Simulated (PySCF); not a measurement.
Computed shifts of a molecule C₂H₁₁NSi₃, PBE/pcSseg-1 (PySCF), GIAO, gas phase, atoms alike by connectivity averaged where their shifts nearly agree, in ppm (number of nuclei): ¹³C: 45.6 (1), -6.4 (1). ²⁹Si: -21.6 (1), -48.5 (1), -66.4 (1). ¹⁵N: 35.1 (1). ¹H: 6.33 (1), 6.08 (1), 4.93 (1), 4.65 (1), 4.45 (1), 4.15 (1), 3.87 (1), 0.65 (3), 0.13 (1). References: ¹³C against TMS (σ = 182.0 ppm); ²⁹Si against TMS (σ = 335.4 ppm); ¹⁵N against NH3 (σ = 267.0 ppm); ¹H against TMS (σ = 31.49 ppm), references at their B3LYP-D3(BJ)/def2-TZVP geometries, non-relativistic. Geometry optimised at r2SCAN-D4/def2-SVP. The values are those of a single conformer.

Identify the compound among the candidates.
A. C[Si@@H]1C[SiH2][SiH2]N1
B. [SiH3]C1([SiH3])NC[SiH2]1
C. C[SiH2][Si@@H]1CN[SiH2]1
D. [SiH3][Si@H]1CC[SiH2]N1

C, C[SiH2][Si@@H]1CN[SiH2]1
